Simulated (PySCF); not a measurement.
CH₈BNSSi.
Geometry (PBE0-D3(BJ)/def2-SVP, Å), atoms numbered from 1 in this order:
```
atom  x, y, z in Å
C1    -2.9019    0.2585   -0.3536
S2    -1.7214   -0.8190    0.5080
B3    -0.1192   -0.1215    0.0659
N4     1.0752   -0.6605    0.5884
Si5    2.6873   -0.1256    0.1469
H6    -3.3797    0.9442    0.3594
H7    -2.3919    0.8390   -1.1331
H8    -3.6746   -0.3693   -0.8175
H9    -0.0704    0.8185   -0.6971
H10    1.0048   -1.4465    1.2287
H11    3.6362   -0.6740    1.1608
H12    2.7456    1.3643    0.1448
H13    3.0997   -0.6163   -1.2034
```

All values: PBE0/pcSseg-1 (PySCF, non-relativistic), on one gas-phase PBE0-D3(BJ)/def2-SVP geometry that isn't relaxed in the solvent. The solvent is an IEF-PCM continuum (cavity from Bondi-type radii × 1.2). Only the electrostatic response of the medium enters.

```json
{"run": "gas", "E − E(gas) (kcal/mol)": "0.00", "HOMO (eV)": "-6.88", "HOMO–LUMO gap (eV)": "6.96", "dipole (D)": "0.40"}
{"run": "P", "E − E(gas) (kcal/mol)": "-2.75", "HOMO (eV)": "-6.92", "HOMO–LUMO gap (eV)": "7.01", "dipole (D)": "0.53"}
{"run": "Q", "E − E(gas) (kcal/mol)": "-2.39", "HOMO (eV)": "-6.91", "HOMO–LUMO gap (eV)": "7.00", "dipole (D)": "0.51"}
```

Task: The runs were made in chloroform and tetrahydrofuran. Which run belongs to which solvent?

Result: P = tetrahydrofuran, Q = chloroform. The dielectric constants are 4.711 (chloroform), 7.426 (tetrahydrofuran), and the energy falls further as ε rises. In this model the ground state sees the solvent through ε alone.

Task: How constant is the ratio of the lowering to (ε − 1)/(2ε + 1)?

Result: 
```
        solvent  (ε − 1)/(2ε + 1)  E − E(gas) (kcal/mol)  ratio (kcal/mol)  polarisation term (kcal/mol)
     chloroform             0.356                  -2.39              -6.7                         -2.60
tetrahydrofuran             0.405                  -2.75              -6.8                         -3.03
```

The ratio changes by +1.1 % in size from chloroform to tetrahydrofuran. The polarisation term is half the interaction of the solute with the induced surface charges.
